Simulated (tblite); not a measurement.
Compound: butanoyl bromide, C4H7BrO.
Atom-mapped SMILES: `[CH3:1][CH2:2][CH2:3][C:4](=[O:5])[Br:6]` (hydrogens: H7, H8, H9 on C1; H10, H11 on C2; H12, H13 on C3)

Computed with GFN2-xTB (tblite), gas phase: L-BFGS steps from a force-field or distance-geometry start until the largest atomic force falls under 0.01 eV/Å.

Step 77: E = -551.8967 eV
```
atom  x, y, z in Å  |  force x, y, z in eV/Å
C1     -1.4691    0.4088    0.3595   -0.010   0.032   0.009
C2     -0.5879   -0.7717   -0.0256   -0.007   0.027  -0.014
C3      0.7130   -0.2939   -0.6827    0.034  -0.011   0.004
C4      1.6420    0.2681    0.3375   -0.019   0.010   0.031
O5      1.8622   -0.0947    1.4376   -0.024   0.021  -0.067
Br6     2.6348    1.8512   -0.3376    0.009  -0.030  -0.012
H7     -2.3911    0.0625    0.8185   -0.007  -0.015  -0.005
H8     -1.7225    0.9936   -0.5225   -0.012   0.024   0.025
H9     -0.9597    1.0552    1.0707    0.007   0.006  -0.007
H10    -1.1277   -1.4106   -0.7260    0.037  -0.020  -0.006
H11    -0.3472   -1.3587    0.8625    0.002  -0.021  -0.028
H12     0.5157    0.4343   -1.4716   -0.032  -0.016   0.052
H13     1.2330   -1.1435   -1.1380    0.022  -0.006   0.019
```

Step 78: E = -551.8973 eV
```
atom  x, y, z in Å  |  force x, y, z in eV/Å
C1     -1.4778    0.4028    0.3578   -0.009   0.052   0.013
C2     -0.5865   -0.7708   -0.0238   -0.010   0.041  -0.011
C3      0.7109   -0.2846   -0.6808    0.043  -0.001   0.009
C4      1.6467    0.2675    0.3390   -0.017   0.016   0.064
O5      1.8548   -0.0850    1.4451   -0.040   0.018  -0.112
Br6     2.6766    1.8230   -0.3491    0.002  -0.042  -0.016
H7     -2.3965    0.0525    0.8204   -0.006  -0.027  -0.012
H8     -1.7374    0.9821   -0.5264   -0.007   0.023   0.038
H9     -0.9722    1.0544    1.0668    0.009   0.023  -0.010
H10    -1.1225   -1.4149   -0.7215    0.041  -0.039  -0.018
H11    -0.3405   -1.3515    0.8662   -0.001  -0.042  -0.016
H12     0.5113    0.4526   -1.4606   -0.038  -0.011   0.048
H13     1.2286   -1.1275   -1.1508    0.033  -0.013   0.023
```

Q: Estimate the geometry and energy of step 79. (The exact step hangs on the optimiser's Hessian estimate; all steps are aligned on step 78, rigid shifts and turns removed.)

A: E = -551.8984 eV, largest force 0.166 eV/Å
```
atom  x, y, z in Å  |  force x, y, z in eV/Å
C1     -1.4912    0.3939    0.3558   -0.003   0.063   0.026
C2     -0.5846   -0.7691   -0.0213   -0.012   0.050  -0.006
C3      0.7086   -0.2709   -0.6772    0.043   0.015   0.011
C4      1.6535    0.2681    0.3409   -0.010   0.022   0.107
O5      1.8434   -0.0670    1.4560   -0.054   0.016  -0.156
Br6     2.7400    1.7775   -0.3694   -0.011  -0.060  -0.019
H7     -2.4058    0.0367    0.8219    0.004  -0.041  -0.023
H8     -1.7585    0.9664   -0.5308   -0.002   0.025   0.047
H9     -0.9919    1.0518    1.0629    0.010   0.049  -0.010
H10    -1.1139   -1.4205   -0.7163    0.044  -0.059  -0.035
H11    -0.3312   -1.3428    0.8702   -0.008  -0.062   0.004
H12     0.5044    0.4799   -1.4420   -0.044  -0.001   0.027
H13     1.2228   -1.1035   -1.1685    0.045  -0.017   0.028
```

The energy changes by -0.0011 eV. The first-order estimate −F·Δx gives -0.0014 eV and the mean of the old and new forces, exact on a quadratic surface, -0.0010 eV. The step makes an angle of 86° with the force vector and moves no atom by more than 0.081 Å.
